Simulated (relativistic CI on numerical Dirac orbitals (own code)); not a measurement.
Sm43+: sensitivity of the levels to the model

Base calculation: Dirac-Coulomb-Breit CI, separate exchange-only KLI orbitals for each configuration, QED by a radiative potential, unscaled Slater integrals.

Configuration list (outside the closed core [Ne]): 3s2.3p6.3d, 3s2.3p5.3d2, 3s.3p6.3d2, 3s2.3p6.4s, 3s2.3p6.4p, 3s2.3p6.4d, 3s2.3p5.3d.4s, 3s2.3p6.4f, 3s2.3p5.3d.4p, 3s2.3p5.3d.4d, 3s.3p6.3d.4s, 3p6.3d2.4p, 3s2.3p5.3d.4f, 3s.3p6.3d.4p, 3s.3p6.3d.4d, 3s2.3p6.5s, 3s.3p6.3d.4f, 3s2.3p6.5p, 3s2.3p6.5d, 3s2.3p6.5f, 3s2.3p6.5g, 3p6.3d3, 3p5.3d4, 3p5.3d3.4s, 3p6.3d2.4s, 3p5.3d2.4s2, 3p6.3d2.4d, 3p5.3d3.4d, 3p5.3d2.4s.4d. Double excitations out of closed p, d and f shells are left out; levels of such configurations are missing from the list, as are those of other unlisted configurations, and high levels can miss mixing partners. These lack a partner that the ground configuration has and come out too high: 3s2.3p5.3d.4p, 3s2.3p5.3d.4f.

The lowest level and the first level of each name with at least 55 % of one term (blank where a level has no safe partner in the second run):

```tsv
Level	Base (eV)	Shift (eV)
3s2.3p6.3d 2D_3/2	0.000	0.000
3s2.3p6.3d 2D_5/2	33.256	-33.256
3s2.3p5.3d2 4D°_1/2	199.422	-18.946
3s2.3p5.3d2 4G°_9/2	233.049	-43.481
3s2.3p5.3d2 2F°_5/2	276.474	-77.121
3s2.3p5.3d2 2P°_1/2	279.722	-75.588
3s.3p6.3d2 4F_3/2	518.745	-174.708
3s.3p6.3d2 4F_5/2	525.602	-181.565
3s.3p6.3d2 4P_1/2	540.664	-184.558
3s.3p6.3d2 4F_7/2	549.965	-205.928
3s.3p6.3d2 4P_3/2	559.589	-203.483
3s.3p6.3d2 4F_9/2	561.865	-217.828
3s.3p6.3d2 2F_5/2	566.988	
3s.3p6.3d2 2G_7/2	571.555	
3s.3p6.3d2 2P_1/2	578.628	-200.366
3s.3p6.3d2 2G_9/2	588.981	-221.344
```

At this charge energies of transitions that change n are usually good to better than 1 %, and those within a shell (Δn = 0) to a few per cent.

**Question.** One thing was changed in a second run, which moved the levels as shown. Which?
A. configuration mixing switched off
B. non-relativistic limit
C. Breit term removed
D. QED terms removed
E. only the first 3 configurations

**Answer.** B. Non-relativistic limit. Without relativity the fine structure collapses and s electrons lose their extra binding.

LS names give the leading component of a level, which can be under half, so a name can repeat, a term be missing and a line seem to break the LS rules.
